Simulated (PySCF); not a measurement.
Compound: CH7BNP.
SMILES with atom numbers: `[CH3:1][NH:2][BH:3][PH2:4]` (hydrogens: H5, H6, H7 on C1; H8 on N2; H9 on B3; H10, H11 on P4)

The calculation used PBE0-D3(BJ)/def2-SVP geometry optimisation, gas phase (PySCF).

(1) List the bond lengths, angles and torsions at this level.

Answers

(1) 
```tsv
bond	length (bohr)
C1–N2	2.726
N2–B3	2.627
B3–P4	3.640
C1–H5, C1–H6, C1–H7	2.082
N2–H8	1.918
B3–H9	2.290
P4–H10, P4–H11	2.697
```

Bonds in one row agree within 0.02 bohr and their mean is given. A selection of angles:
```tsv
angle	degrees
N2–C1–H5	111.8
N2–C1–H6	109.4
H5–C1–H6	107.9
C1–N2–B3	126.8
C1–N2–H8	113.8
B3–N2–H8	119.4
N2–B3–P4	123.0
N2–B3–H9	118.5
P4–B3–H9	118.3
B3–P4–H10	96.7
B3–P4–H11	99.0
H10–P4–H11	95.3
```

Torsions: C1–N2–B3–P4 174° (antiperiplanar). The mirror-image conformer, all signs reversed, is as good.

Of the pairs four or more bonds apart, H6···H9 is among the closest relative to their van der Waals radii: 2.44 Å, 102 % of the sum of Bondi's values. P4 (three-coordinate phosphorus) is pyramidal (angles 99.0°, 96.7° and 95.3°, sum 291.1°, 0.78 Å off the plane of its three neighbours). N2 (boron-bound nitrogen) is planar (angles 126.8°, 119.4° and 113.8°, sum 360.0°, 0.00 Å off the plane of its three neighbours). B3 (three-coordinate boron) is planar (angles 123.0°, 118.5° and 118.3°, sum 359.8°, 0.04 Å off the plane of its three neighbours).

No PBE0-D3(BJ)/def2-SVP frequencies stand behind this structure, so it isn't proved a minimum. One conformer, not necessarily the lowest (C1–N2–B3–P4 174°, N2–B3–P4–H 132° and 36°).
